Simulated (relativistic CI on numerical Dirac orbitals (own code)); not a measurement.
## Tl74+: computed level list

These numbers are calculated, not measured: Dirac-Coulomb-Breit CI, KLI orbitals optimised for each configuration, QED by a radiative potential, unscaled Slater integrals (own radial code, finite nucleus).

CI space (outside the closed core 1s2): 2s2 2p3, 2s 2p4, 2p5, 2p4 3s, 2s2 2p2 3s, 2p4 3p, 2s2 2p2 3p, 2p4 3d, 2s2 2p2 3d, 2s 2p3 3s, 2s 2p3 3p, 2s 2p3 3d, 2s2 2p2 4s, 2s2 2p2 4p, 2s2 2p2 4d, 2s2 2p2 4f. Levels of other configurations are missing.

The lowest level is 2s2 2p3 2P°_3/2, with 49 % of that term; Hund's rules for 2s2 2p3 give 4S° with J = 3/2, of which the calculation keeps J, while another term leads.

| No. | Configuration | Term | J | E (Ry) | % | Landé g | jj configuration (%) |
| --- | --- | --- | --- | --- | --- | --- | --- |
| 1 | 2s2 2p3 | 2P° | 3/2 | 0.000 | 49 | 1.300 | 2p3/2 (100) |
| 2 | 2s2 2p3 | 4S° | 3/2 | 156.305 | 55 | 1.426 | 2p1/2 2p3/2^2 (100) |
| 3 | 2s2 2p3 | 2D° | 5/2 | 158.004 | 100 | 1.153 | 2p1/2 2p3/2^2 (100) |
| 4 | 2s2 2p3 | 2P° | 1/2 | 162.554 | 100 | 0.604 | 2p1/2 2p3/2^2 (100) |
| 5 | 2s 2p4(3P) | 4P | 5/2 | 185.906 | 69 | 1.430 | 2s 2p3/2^2 (100) |
| 6 | 2s 2p4(1S) | 2S | 1/2 | 194.861 | 65 | 1.970 | 2s 2p3/2^2 (100) |
| 7 | 2s 2p4(3P) | 2P | 3/2 | 194.960 | 53 | 1.161 | 2s 2p3/2^2 (100) |
| 8 | 2s2 2p3 | 2P° | 3/2 | 319.297 | 50 | 1.281 | 2p3/2^3 (99) |
| 9 | 2s 2p4(3P) | 4P | 3/2 | 344.603 | 86 | 1.582 | 2s 2p1/2 2p3/2^3 (100) |
| 10 | 2s 2p4(1D) | 2D | 5/2 | 347.783 | 69 | 1.274 | 2s 2p1/2 2p3/2^3 (100) |
| 11 | 2s 2p4(3P) | 2P | 1/2 | 353.520 | 65 | 1.329 | 2s 2p1/2 2p3/2^3 (100) |
| 12 | 2s 2p4(1D) | 2D | 3/2 | 354.023 | 56 | 0.993 | 2s 2p1/2 2p3/2^3 (100) |
| 13 | 2p5 | 2P° | 3/2 | 386.748 | 99 | 1.290 | 2p3/2^3 (99) |
| 14 | 2s 2p4(3P) | 4P | 1/2 | 511.462 | 41 | 1.885 | 2s 2p3/2^4 (100) |
| 15 | 2p5 | 2P° | 1/2 | 545.610 | 100 | 0.605 | 2p1/2 2p3/2^4 (100) |
| 16 | 2p2(3P) 3s | 4P | 1/2 | 775.312 | 45 | 1.983 | 2p1/2^2 3s (100) |
| 17 | 2p2(1S) 3p | 2P° | 1/2 | 784.282 | 47 | 0.641 | 2p1/2^2 3p1/2 (100) |
| 18 | 2p2(1S) 3p | 2P° | 3/2 | 831.620 | 36 | 1.316 | 2p1/2^2 3p3/2 (100) |
| 19 | 2p2(1S) 3d | 2D | 3/2 | 838.913 | 43 | 0.780 | 2p1/2^2 3d3/2 (100) |
| 20 | 2p2(1S) 3d | 2D | 5/2 | 851.419 | 37 | 1.184 | 2p1/2^2 3d5/2 (100) |
| 21 | 2p2(3P) 3s | 4P | 3/2 | 933.106 | 88 | 1.645 | 2p1/2 2p3/2 3s (100) |
| 22 | 2p2(3P) 3s | 2P | 1/2 | 933.971 | 67 | 1.286 | 2p1/2 2p3/2 3s (100) |
| 23 | 2p2(1D) 3s | 2D | 5/2 | 934.558 | 65 | 1.294 | 2p1/2 2p3/2 3s (100) |
| 24 | 2p2(1D) 3s | 2D | 3/2 | 935.154 | 64 | 0.940 | 2p1/2 2p3/2 3s (100) |
| 25 | 2p2(3P) 3p | 4P° | 1/2 | 941.943 | 49 | 1.724 | 2p1/2 2p3/2 3p1/2 (100) |
| 26 | 2p2(3P) 3p | 4D° | 3/2 | 942.397 | 55 | 1.116 | 2p1/2 2p3/2 3p1/2 (100) |
| 27 | 2p2(1D) 3p | 2F° | 5/2 | 943.353 | 50 | 1.030 | 2p1/2 2p3/2 3p1/2 (100) |
| 28 | 2p2(1D) 3p | 2P° | 3/2 | 947.146 | 43 | 1.292 | 2p1/2 2p3/2 3p1/2 (99) |
| 29 | 2s 2p3(2P°)<3P°> 3s | 4P° | 5/2 | 959.292 | 49 | 1.574 | 2s 2p3/2 3s (99) |
| 30 | 2s 2p3(2P°)<3P°> 3s | 2P° | 3/2 | 961.801 | 35 | 1.407 | 2s 2p3/2 3s (99) |

Energies count from the lowest computed level; ° marks odd parity. Percentages are summed over parent terms; the parents shown are those of the largest component, closed shells are left out there, and <> holds an intermediate term. Filled j subshells are mostly left out of the jj labels.

The mean weight of the leading LS term, summed over parents, in these 30 levels is 61 %, and that of the leading jj configuration (from the same eigenvectors) 100 %, so jj coupling describes them better and the LS labels are nominal.

At this charge energies of transitions that change n are usually good to better than 1 %, and those within a shell (Δn = 0) to a few per cent.

LS names give the leading component of a level, which can be under half, so a name can repeat, a term be missing and a line seem to break the LS rules.
